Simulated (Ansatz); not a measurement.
```yaml
crystal:
  periodic: [false, false, false]
  atoms:
    - {symbol: Mo, position_ang: [0.164721, 0.077252, 0.153110]}
    - {symbol: N, position_ang: [-0.034491, -0.004463, 1.902441]}
    - {symbol: N, position_ang: [1.662333, 0.032191, -0.187418]}
    - {symbol: H, position_ang: [2.603472, 0.079264, 0.357819]}
    - {symbol: H, position_ang: [2.059369, -0.002696, -1.293250]}
    - {symbol: N, position_ang: [-0.724371, 1.822353, 0.001653]}
    - {symbol: H, position_ang: [-1.132951, 2.143843, -1.164603]}
    - {symbol: H, position_ang: [-1.170780, 2.301011, 0.456130]}
    - {symbol: N, position_ang: [-0.684382, -1.563077, -0.044652]}
    - {symbol: H, position_ang: [-1.270051, -1.871266, -0.816150]}
    - {symbol: H, position_ang: [-1.128337, -2.106164, 0.282803]}
basis:
  gaussian: {orbitals: def2-mTZVP}
hamiltonian: {xc: {name: wPBEh}}
output: {forces: true}
```

```sh
$ ansatz run in.yaml --threads 2 --pin off --events-out ev --progress --plain --max-ram 4352MiB
```

It prints (some lines left out):

```
Functional definition: wPBEh
1214 factors; integrals over basis functions are off by at most 1.1e-3 eV
133 factors; integrals over basis functions are off by at most 3.6e-7 eV
mean field evaluation 1: about -7868.6385 eV, gradient 1.3e2 eV
mean field evaluation 2: about -7682.4159 eV, gradient 2.6e2 eV
mean field evaluation 4: about -7897.2434 eV, gradient 3.2e1 eV
mean field evaluation 8: about -7899.4891 eV, gradient 1.3e0 eV
mean field evaluation 16: about -7899.7044 eV, gradient 1.1e-2 eV
mean field -7899.70441486 eV, -290.3087826340 hartree, gradient 1.2e-5 eV, S^2 0.000000; 0 other end points of the search recorded, 0 dependent functions left out
reference -7899.70449531 eV, -290.3087855908 hartree; 24, 24 occupied and 103, 103 virtual orbitals, 1214 factors
Total energy: -7899.70449531 eV, -290.3087855908 hartree
Atom 0 at     0.164721     0.077252     0.153110 Å, force   -24.494625     2.772569    12.596227 eV/Å
Atom 1 at    -0.034491    -0.004463     1.902441 Å, force     1.751173     0.522889    -4.111244 eV/Å
Atom 2 at     1.662333     0.032191    -0.187418 Å, force    27.986173    -0.476389    -7.700068 eV/Å
Atom 3 at     2.603472     0.079264     0.357819 Å, force    -1.996795    -0.178063    -0.909877 eV/Å
Atom 4 at     2.059369    -0.002696    -1.293250 Å, force    -1.426265     0.088320     3.090337 eV/Å
Atom 5 at    -0.724371     1.822353     0.001653 Å, force     9.131896   -10.104274   -17.680168 eV/Å
Atom 6 at    -1.132951     2.143843    -1.164603 Å, force     1.833833    -1.192387     4.418751 eV/Å
Atom 7 at    -1.170780     2.301011     0.456130 Å, force   -11.090617    11.845584    12.137410 eV/Å
Atom 8 at    -0.684382    -1.563077    -0.044652 Å, force     9.618599    11.797051   -13.227412 eV/Å
Atom 9 at    -1.270051    -1.871266    -0.816150 Å, force     0.899007     1.403019    -3.260380 eV/Å
Atom 10 at    -1.128337    -2.106164     0.282803 Å, force   -12.212380   -16.478319    14.646424 eV/Å
Dipole moment:     0.351276    -0.087351    -0.990465 e Å
```

Run time 3.1 s (2 threads of Intel Xeon 6975P-C on a shared host).

In the def2 sets Mo takes a core potential; there is no spin–orbit coupling. The restricted singlet is unstable towards broken spin symmetry in Hartree–Fock (as tested in another run); at RKS ωPBEh/def2-mTZVP this wasn't settled.
